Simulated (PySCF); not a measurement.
B(F)(OH)(NH2) (BFH₃NO), SMILES FB(N)O. Atoms are numbered in the order given.

```xyz
7

B     -0.0050     0.0146     0.0000
F      1.2729     0.4399     0.0000
O     -1.0128     0.9303     0.0000
H     -0.6749     1.8304     0.0000
N     -0.2718    -1.3606     0.0000
H     -1.2119    -1.7267     0.0000
H      0.4609    -2.0538     0.0000
```
Charge 0, spin multiplicity 1.

The structure is a stationary point at PBE0-D3(BJ)/def2-SVP. One conformer was computed; it need not be the lowest.

Level of theory: HF/pcSseg-2 (PySCF).

GIAO shieldings, no solvent; atoms listed in one row are averaged. δ = σ(ref) − σ: ¹¹B against BF3 (σ = 104.0 ppm); ¹⁹F against CFCl3 (σ = 237.3 ppm); ¹⁷O against H2O (σ = 326.0 ppm); ¹H against TMS (σ = 31.98 ppm); ¹⁵N against NH3 (σ = 262.2 ppm), references at their B3LYP-D3(BJ)/def2-TZVP geometries, non-relativistic.

Computed chemical shifts:
| nucleus | atoms | count | δ (ppm) |
|---|---|---|---|
| ¹¹B | B1 | 1 | 10.7 |
| ¹⁹F | F2 | 1 | -113.1 |
| ¹⁷O | O3 | 1 | 55.6 |
| ¹H | H4 | 1 | 3.16 |
| ¹H | H6 | 1 | 2.59 |
| ¹H | H7 | 1 | 2.49 |
| ¹⁵N | N5 | 1 | 35.1 |
